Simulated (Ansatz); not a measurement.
Reaction (redistribution): `[SiH3][SiH2]S[SiH3]` + `[F][GeH2][CH2][GeH3]` → `[F][GeH2][CH2][SiH3]` + `[SiH3][SiH2][S][GeH3]`

Computed with Ansatz on PBE0-D4/def2-TZVP structures; ΔE is electronic, products minus reactants. CCSD(T)/CBS adds triple-zeta CCSD(T) − MP2 to the extrapolated MP2 energy (def2 sets, frozen cores). DFT in def2-TZVPP. B3LYP here is the variant with VWN-RPA as its local correlation; programs differ in this. For Ge outer-core shells are correlated without core-valence functions, which leaves a few kJ/mol of doubt a bond. Scalar relativity is left out up to krypton. One conformer a species, not always the lowest.

`[SiH3][SiH2]S[SiH3]`:

Z-matrix (Å, degrees):
```
Si
Si 1 2.339
H 1 1.487 2 109.9
H 1 1.489 2 110.8 3 120.4
H 1 1.487 2 109.1 3 -119.5
S 2 2.148 1 110.1 3 57.9
H 2 1.490 1 111.1 3 -63.2
H 2 1.486 1 110.9 3 175.8
Si 6 2.136 2 96.8 1 -86.0
H 9 1.486 6 110.6 2 48.2
H 9 1.483 6 106.6 2 167.8
H 9 1.484 6 110.9 2 -72.4
```

`[F][GeH2][CH2][GeH3]`:

Cartesian coordinates in Å:
```
F 2.293 1.942 -0.575
Ge 1.427 0.425 -0.642
C -0.215 0.663 0.354
Ge -1.353 -0.931 0.421
H 1.186 0.153 -2.136
H 2.365 -0.615 -0.009
H -0.780 1.480 -0.101
H 0.040 0.957 1.375
H -1.744 -1.354 -1.005
H -0.592 -2.088 1.090
H -2.627 -0.631 1.227
```

`[F][GeH2][CH2][SiH3]`:

Cartesian coordinates in Å:
```
F 0.169 2.238 -0.530
Ge 0.969 1.163 0.594
C -0.134 -0.429 0.698
Si -0.847 -0.962 -0.955
H 2.351 0.882 -0.016
H 1.063 1.951 1.911
H 0.486 -1.237 1.098
H -0.945 -0.256 1.410
H -1.898 -0.015 -1.401
H 0.232 -1.016 -1.978
H -1.445 -2.319 -0.831
```

`[SiH3][SiH2][S][GeH3]`:

Z-matrix (Å, degrees):
```
Si
Si 1 2.341
H 1 1.489 2 110.5
H 1 1.487 2 109.5 3 120.2
H 1 1.487 2 110.3 3 -120.0
S 2 2.141 1 111.8 3 -179.4
H 2 1.490 1 110.4 3 57.7
H 2 1.487 1 110.1 3 -62.3
Ge 6 2.226 2 99.3 1 -75.3
H 9 1.533 6 105.3 2 -176.8
H 9 1.536 6 110.3 2 63.7
H 9 1.536 6 109.4 2 -57.3
```

Q: Is it downhill or uphill in electronic energy at CCSD(T)/CBS, and by how much? (Best estimate.)

A: The calculation gave: Nearly level: ΔE = +1.0 kJ/mol.

Q: What do these levels give: PBE-D4, PBE0-D4, B3LYP-D4, ωB97X-V, ωB97M-V, B3LYP, MP2/def2-TZVPP, SCS-MP2/def2-TZVPP, CCSD/def2-TZVPP, CCSD(T)/def2-TZVPP, MP2/CBS(def2), CCSD/CBS(def2)? (An estimate is asked.)

A: The calculation gave: PBE-D4 -2.4, PBE0-D4 -2.3, B3LYP-D4 -4.7, ωB97X-V -2.2, ωB97M-V -2.7, B3LYP -3.8, MP2/def2-TZVPP 1.6, SCS-MP2/def2-TZVPP 0.3, CCSD/def2-TZVPP -0.3, CCSD(T)/def2-TZVPP -0.1, MP2/CBS(def2) 2.7, CCSD/CBS(def2) 0.7 kJ/mol.

Largest T1 diagnostic among the species: 0.012.

In def2-TZVPP, CCSD(T) changes the Hartree–Fock value by +5.2 kJ/mol (the triples alone add +0.3 kJ/mol) and MP2 by +6.9 kJ/mol.
